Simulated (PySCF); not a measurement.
## Two-dimensional NMR puzzle

Compound of formula C3H14OSi3. Correlations simulated from computed shifts and the bond graph:

HSQC (one-bond C–H):
```tsv
δH	δC
3.68	70.1
1.31	18.7
```

COSY cross peaks (H two or three bonds apart, from the bond graph; peaks can be absent where the dihedral angle is near 90°):
```tsv
δH	δH
3.68	1.31
```

HMBC (two and three bonds, from the bond graph):
```tsv
δH	δC
4.15	54.1
3.68	54.1, 18.7
1.31	70.1
```

Carbons without hydrogens: δ 54.1.

- shielding tensors at PBE0/pcSseg-1 (GIAO)
- GFN2-xTB geometry
- code: PySCF 2.14.0 with density-fitted response routines
- averaged over atoms made equivalent by symmetry, fast rotation or ring inversion, one computed conformer, isolated molecule, non-relativistic

References, each an isolated molecule treated in the same way: $^{1}$H and $^{13}$C vs TMS.

Exchangeable hydrogens are left out of these lists.

Q: Work out the connectivity.

A: SMILES CCOC([SiH3])([SiH3])[SiH3].

Numbering as in the mapped SMILES `[CH3:1][CH2:2][O:3][C:4]([SiH3:5])([SiH3:6])[SiH3:7]`. Each H is labelled by its parent atom.

- δC 70.1 is C2, an sp3 CH2 bonded to O (δH 3.68).
- δC 54.1 is C4, a fully substituted sp3 carbon bonded to O and 3 Si.
- δC 18.7 is C1, a methyl carbon (δH 1.31).
- HMBC from δH 4.15 reaches the proton-free carbon C4.
- HMBC from δH 3.68 reaches the proton-free carbon C4.
- COSY links 3.68–1.31.

This is the structure that produced the data.

Shifts are as computed. Against solution values, carbons near 30 ppm lie about +3 ppm off and those near 130 ppm about +5 ppm. Of 1211 compounds with measured shifts, 218 miss one by over three times the rms of a fit or turn the order of signals round; such compounds aren't used in these exercises.
